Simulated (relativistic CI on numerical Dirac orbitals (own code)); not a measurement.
**Radial parameters of Hg76+**

Calculated at this level of theory: Dirac-Coulomb-Breit CI, separate exchange-only KLI orbitals for each configuration, model QED (radiative potential, 1s self-energy scaled to tabulated hydrogen-like ionisation energies), unscaled Slater integrals (own radial code, finite nucleus).

Slater integrals F^k, G^k are unscaled and averaged over j, outside the closed core 1s2; ζ comes from projecting the Hamiltonian with its Breit term on Σ l·s of the shell.

- 2s2p: G^1(2s,2p) = 1.6948e+06, ζ(2p) = 1.1431e+07 cm⁻¹; <r>(2s) = 0.06646, <r^2>(2s) = 0.005269, <r>(2p) = 0.05943, <r^2>(2p) = 0.004319 (bohr units).
- 2p²: F^2(2p,2p) = 1.5698e+06, ζ(2p) = 1.141e+07 cm⁻¹; <r>(2p) = 0.05948, <r^2>(2p) = 0.004326 (bohr units).
- 2p3s: ζ(2p) = 1.153e+07, G^1(2p,3s) = 175630 cm⁻¹; <r>(2p) = 0.0593, <r^2>(2p) = 0.004301, <r>(3s) = 0.1561, <r^2>(3s) = 0.02793 (bohr units).

Averages of the first 10 configurations, taken without configuration mixing, which lowers the lowest level and can move excited configurations by several eV; other configurations of the list can lie among them:

```tsv
Configuration	Parity	States	Average energy above the lowest level (eV)
2s²	even	1	11.3
2s2p	odd	12	1647.2
2p²	even	15	3353.4
2p3s	odd	12	14865.9
2p3p	even	36	15359.6
2s3s	even	4	13199.4
2s3p	odd	12	13700.3
2s3d	even	20	14049.3
2s4s	even	4	17687.2
2s4p	odd	12	17894.8
```
